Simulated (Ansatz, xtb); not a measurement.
**Two isomers of C5H12Ge**

We compare a, `C[C@@H]1CC[C@H]1[GeH3]`, a singlet, with b, `C[C@H]1C[C@@H]([GeH3])C1`, a singlet. Both are isolated molecules in the gas phase, relaxed with PBE0-D3(BJ)/def2-SVP.

Problem. Estimate which is lower in electronic energy at CCSD(T)/def2-SVP + ΔMP2/def2-TZVPP, and by roughly how much.

Solution. CCSD(T)/def2-SVP + ΔMP2/def2-TZVPP gives E(b) − E(a) = +0.35 kcal/mol, slightly favouring structure a, which is too small a margin to settle the true order.

The same difference at several levels:

| level | geometry | E(b) − E(a) (kcal/mol) | departure from the last row (kcal/mol) | job, with rough time for the two |
| --- | --- | --- | --- | --- |
| PBE0-D3(BJ)/def2-SVP | PBE0-D3(BJ)/def2-SVP | +0.33 | −0.02 | optimisation, 2.9 min |
| HF/def2-SVP | PBE0-D3(BJ)/def2-SVP | +0.09 | −0.26 | part of the CCSD(T) run |
| MP2/def2-SVP | PBE0-D3(BJ)/def2-SVP | +0.45 | +0.10 | part of the CCSD(T) run |
| CCSD(T)/def2-SVP | PBE0-D3(BJ)/def2-SVP | +0.40 | +0.05 | single point |
| CCSD(T)/def2-SVP + ΔMP2/def2-TZVPP | PBE0-D3(BJ)/def2-SVP | +0.35 |  | single point, 2.7 min |

As drawn, both hold the same kinds of bond in the same numbers.

The largest departure from CCSD(T)/def2-SVP + ΔMP2/def2-TZVPP is that of HF/def2-SVP, 0.26 kcal/mol. Levels run at GFN2-xTB geometries aren't shown. The last row adds to CCSD(T) the change of the MP2 difference between the two basis sets, here −0.05 kcal/mol.

With thermal terms from frequencies at re-optimised GFN2-xTB minima (ideal gas, soft modes damped towards free rotors, one conformer each, 298.15 K, 1 atm): the zero-point term adds +0.02 kcal/mol; ΔH is +0.33 and ΔG +0.53 kcal/mol.

The correlated steps freeze 14 core orbitals; the filled d shell of Ge is correlated, in a basis made for valence electrons. Run with Ansatz 0.2.0, xtb 6.7.1; the last row on 2 threads of Intel(R) Xeon(R) Platinum 8488C (Sapphire Rapids) on a shared host.
